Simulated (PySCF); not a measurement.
## Deuteron quadrupole couplings in `O=CO/C=C\OC=O`

C4H4O4.
Geometry (GFN2-xTB, Å), atoms numbered from 1 in this order:
```xyz
12
C4H4O4 angstrom
O     -3.3548   -0.5923    0.0295
C     -2.7329    0.3976    0.2676
O     -1.4064    0.5280    0.2461
C     -0.6526   -0.5733   -0.0815
C      0.6730   -0.5354   -0.1286
O      1.3859    0.6068    0.1465
C      2.7155    0.5470    0.0721
O      3.3704   -0.4091   -0.2115
H     -3.1695    1.3693    0.5463
H     -1.2074   -1.4756   -0.2994
H      1.2613   -1.4049   -0.3878
H      3.1188    1.5410    0.3189
```

Level: PBE0/pcSseg-1 (PySCF, non-relativistic); Q(2H) = 0.00286 b; rigid geometry, the same for H and D, with no vibrational averaging.

Question: Give the electric field gradient Vzz (the principal value of largest size), its asymmetry and the 2H coupling at each hydrogen.

Answer: 
| atom | bonded to | bond length (Å) | Vzz (au) | η | χzz (kHz) |
| --- | --- | --- | --- | --- | --- |
| H9 | C2 | 1.101 | 0.2771 | 0.04 | 186 |
| H10 | C4 | 1.081 | 0.3103 | 0.12 | 209 |
| H11 | C5 | 1.081 | 0.3103 | 0.12 | 209 |
| H12 | C7 | 1.101 | 0.2777 | 0.04 | 187 |

Question: Give the 2H NMR doublet splittings at H9 for a magnetic field along the z, y and x axes of the gradient: 3χ/2, 3χ(1 + η)/4, 3χ(1 − η)/4.

Answer: With |χ| = 186.2 kHz and η = 0.041: 279, 145 and 134 kHz, to first order and without motion.

One conformer (not necessarily the lowest) at the GFN2-xTB geometry, without solvent, vibrations or thermal averaging. GFN2-xTB bond lengths can be off by several hundredths of an ångström, more for odd bonds, and the gradients follow them. The small basis limits the accuracy of the gradients.
